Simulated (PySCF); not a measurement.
CaF2, SMILES [F][Ca][F]. Atoms are numbered in the order given.

```xyz
3

Ca     0.0000     0.0000     0.2879
F      0.0000    -1.9004    -0.3199
F      0.0000     1.9004    -0.3199
```

Geometry optimised at PBE0-D3(BJ)/def2-TZVP. The isomer is the one that the SMILES or the coordinates give; other isomers of the formula were not compared.

Calculation: PySCF with C-PCM-PBE0/def2-SVP.

The values are the electrostatic part of the solvation free energy, E(continuum) − E(gas) at the gas-phase geometry, in a cavity of scaled van der Waals radii (PySCF's table); cavitation and dispersion terms are not included. A continuum can't describe solvent molecules that bind to the metal. In vacuum the orbital gap is 6.81 eV. The dipole moment in vacuum is 4.10 D.

Computed values in water (ε = 78.36), dimethylsulfoxide (ε = 46.83), benzene (ε = 2.27):
```json
[
 {"solvent": "water", "ε": "78.36", "ΔG(elec) (kcal/mol)": "-17.7", "dipole (D)": "4.44", "gap (eV)": "7.92"},
 {"solvent": "dimethylsulfoxide", "ε": "46.83", "ΔG(elec) (kcal/mol)": "-17.5", "dipole (D)": "4.44", "gap (eV)": "7.91"},
 {"solvent": "benzene", "ε": "2.27", "ΔG(elec) (kcal/mol)": "-9.7", "dipole (D)": "4.29", "gap (eV)": "7.44"}
]
```
